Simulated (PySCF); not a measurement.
Input of a run (PBE0-D3(BJ)/def2-SVP geometry optimisation, gas phase (PySCF 2.14.0)), started from GFN2-xTB:
```
{"job": {"xc": "PBE0", "basis": "def2-SVP", "d3": "d3bj", "grid": 1, "shake": 0.01, "kind": "geom"}, "charge": 0, "multiplicity": 1}
C     -1.758740    -0.414700    -0.398620
N     -0.600740    -0.079240    -0.634460
Si     0.656210     0.705230     0.208040
C      2.013630    -0.628110     0.231130
N      2.798420    -1.434340     0.252680
H     -2.354680    -0.897290    -1.175020
H     -2.301470    -0.190430     0.532140
H      1.115180     1.787200    -0.679270
H      0.490000     1.134520     1.629660
```

Output (energies in Eh, forces in Eh/bohr):
```
step   0  E = -477.00431267  max force = 0.077516
step   1  E = -477.01054559  max force = 0.007888
step   2  E = -477.01123734  max force = 0.006286
step   3  E = -477.01142557  max force = 0.006493
step   4  E = -477.01181405  max force = 0.002973
step   5  E = -477.01193139  max force = 0.000820
step   6  E = -477.01196144  max force = 0.000732
step   7  E = -477.01196565  max force = 0.000574
step   8  E = -477.01196870  max force = 0.000267
optimisation converged
```

Q: Summarise the run.

A: The energy falls by 20.1 kJ/mol over 9 energy and gradient evaluations, the largest force component goes from 0.0775 to 2.7e-04 Eh/bohr, and the atoms move by 0.164 Å rms after alignment. The bond that changes most is Si3–C4 (SiH2 silicon to cyano carbon), which shortens by 0.044 Å. Bonds longer at the end by more than 0.005 Å: 6 of 8; shorter: 1. Among the angles that change most is C1–N2–Si3, from 136.5° to 125.2°. The energy never rose by more than 1e-6 Eh on the way. The first step brought 81 % of the lowering.

Q: What are the final bond lengths?

A: C1=N2 1.263 Å, N2–Si3 1.745 Å, Si3–C4 1.859 Å, C4≡N5 1.159 Å, C1–H6 1.105 Å, C1–H7 1.112 Å, Si3–H8 1.484 Å, Si3–H9 1.496 Å. Numbering counts from 1 in the input's order; the species is `C=N[SiH2]C#N`.

The run used 94 basis functions and 64 SCF cycles in all.

Not checked by PBE0-D3(BJ)/def2-SVP frequencies. The numbers are those of one conformer.

The values belong to the conformer `[CH2:1]=[N:2][SiH2:3][C:4]#[N:5]`: C1–N2–Si3–C4 118°.
